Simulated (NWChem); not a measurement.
**A calculation on GeI2**

```xyz
3

Ge     0.0000     0.0000    -1.2292
I     -2.0323     0.0000     0.3711
I      2.0323     0.0000     0.3711
```
Charge 0, spin multiplicity 1.

The numbers come from NWChem runs, not from measurements. The geometry was optimised at PBE/def2-SVP with def2 effective core potentials on I, a minimum by its harmonic frequencies.

Symmetry labels belong to the abelian group C2v used in the runs, with the axes of the coordinates shown; states degenerate in a higher group split over its labels.

Effective core potentials replace the inner electrons of I; spin-orbit coupling is left out. The structure started from a generated list of species.

Question: List the lowest 3 singlet excitations that CIS/def2-SVP with def2 effective core potentials on I gives, with oscillator strengths.

Answer: 
```
state  symmetry  energy (eV)  wavelength (nm)      f
-----  --------  -----------  ---------------  -----
1            b2         3.12              397  0.016
2            a2         4.21              294  0.000
3            b1         4.79              259  0.034
```
